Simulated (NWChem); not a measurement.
System: C2H4NO anion

Here is an NWChem input.

```
start job
memory heap 200 mb stack 900 mb global 1100 mb
charge -1
geometry units angstroms noautosym nocenter noautoz
  C      0.489730    -1.367988    -0.085400
  N     -0.679665    -0.548194    -0.306745
  C     -0.540298     0.711682     0.045314
  O      0.454289     1.314417     0.545426
  H      0.806569    -1.401712     0.980466
  H      0.284856    -2.405206    -0.406834
  H      1.385711    -1.013514    -0.641452
  H     -1.470341     1.314859    -0.142411
end
basis spherical
  * library 6-31+g*
end
dft
  xc pbe0
  iterations 150
end
cosmo
  do_cosmo_smd true
  solvent dioxane
end
task dft energy
```

The geometry was optimised at B3LYP/def2-SVPD. Solvent: 1,4-dioxane.

Level: PBE0/6-31+G* with SMD (1 M gas to 1 M solution), gas-phase geometry. Reactions with the solvent are ignored.

Problem. Predict the main results of this run. (PBE0/6-31+G* (spherical d), SMD on the gas-phase geometry.) Quantities: solvation free energy (kcal/mol); cavity-dispersion-structure term (kcal/mol).

Solution. solvation free energy (kcal/mol): -34.0
cavity-dispersion-structure term (kcal/mol): 0.1
